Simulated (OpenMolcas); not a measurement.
An atom or ion with 70 electrons was computed by SS-CASPT2, IPEA 0.25 Eh, imaginary shift 0.1 Eh with spin-orbit coupling (OpenMolcas, ANO-RCC-VTZP, DKH2). The lowest levels that the run gave, each within 12 % of the measured value where one is at hand:

```csv
J,Parity,E (cm⁻¹),g
2,even,0.0,0.719
3,even,13130,1.084
0,even,18050,
4,even,22390,1.198
2,even,23080,1.173
1,even,26270,1.501
4,even,37560,1.053
2,even,39990,1.275
0,even,66450,
```

**Question.** Which ion is it, and what are the configurations and terms?

**Answer.** Ir⁷⁺ (Z = 77, charge +7; active space 2 electrons in 10 orbitals (5d 6d)). J, parity and g give the terms where levels are pure, and mixed ones are named by the computed weights; the size of the splittings, set against known spectra of the 70-electron sequence, gives the charge. In order, with the measured energies in cm⁻¹ (van het Hof, Joshi, Wyart and Sugar, J. Res. Natl. Inst. Stand. Technol. 100, 687 (1995)): 5d² ³F₂, 5d² ³F₃ (12672), 5d² ³P₀ (17254), 5d² ³F₄ (21615), 5d² ¹D₂ [46 %], 5d² ³P₁ (25221), 5d² ¹G₄ (36253), 5d² ³P₂ [57 %] (38878), 5d² ¹S₀ (65022).

CASPT2 breaks the degeneracy within a term, and the mean is taken; among the terms shown or strongly mixed into the levels shown the widest spread is 560 cm-1 (5d² ³F). Active for correlation alone: 6d; no level in the range computed is led by a configuration that fills it, so any true level of that kind is missing. Measured partners are found by configuration, term and J. A level has none where our copy of the source lacks it or the pairing is in doubt (some pairs that miss far off the trend of their configuration count as doubtful), and it then counts in no deviation. Only configurations of the active space appear.

A share in square brackets marks a mixed level and gives the weight of the term that names it.
